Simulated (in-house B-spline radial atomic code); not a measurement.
Atomic self-consistent-field run: the magnesium ion Mg⁷⁺ (an excited or competing configuration). Method: Dirac-Hartree-Fock, average of configuration, Fermi nucleus of rms radius 3.057 fm. Calculated with a B-spline radial code for spherical atoms.

Command:
```bash
python run_scf.py task.json out
```
Settings (nuclear radius in fm, mass in u):
```
Z                12
configuration    [He] 2s1 2p1 4f1
hamiltonian      dirac
method           hf
spin_polarised   False
nucleus          fermi
rms_radius       3.057
atomic_mass      23.98504
speed_of_light   137.035999084
```

Output (hartree, bohr):
```
 radial grid: 68 intervals, B-splines of order 8, outer radius 13.5065 bohr

 iter        energy (Eh)    residual
    1       -162.2972300    7.71e-01
    2       -163.6006308    1.99e-02
    3       -163.6026661    9.36e-03
    4       -163.6031300    4.40e-03
    5       -163.6032667    2.99e-04
    6       -163.6032670    4.82e-06
    7       -163.6032670    9.69e-09

 total energy                     -163.603267
 kinetic                            164.19085
 electron-nucleus                  -347.53649
 electron-electron                   19.74237

 first-order corrections (not in the total)
   Gaunt                            0.02538
   retardation                     -0.00073
   frequency dependence            -0.00000
   self-energy                      0.02158
   Uehling                         -0.00125
   Wichmann-Kroll                   0.00000
   recoil                           0.00357

 orbital      occ     eigenvalue          <r>       <r^2>       <1/r>     <1/r^3>       r_max    small
 1s1/2      2.000      -59.81397     0.129293   0.0224371     11.6974           -     0.08495  1.81e-03
 2s1/2      1.000      -11.48781     0.574011    0.385211     2.55601           -       0.489  3.44e-04
 2p1/2      0.333      -10.75394     0.502938    0.305952     2.51351           -      0.3971  3.35e-04
 2p3/2      0.667      -10.73583     0.503996    0.307115     2.50571     44.1547       0.398  3.34e-04
 4f5/2      0.429       -2.00336      2.24202     5.58891    0.502321    0.194457       1.993  5.37e-05
 4f7/2      0.571       -2.00322      2.24228     5.59012    0.502248    0.194335       1.993  5.37e-05
```

Cost of the run: 0.8 s on 1 thread of Arm Neoverse V1 (shared host).

For the Dirac Hamiltonian the kinetic term is c α·p + (β - 1)c².
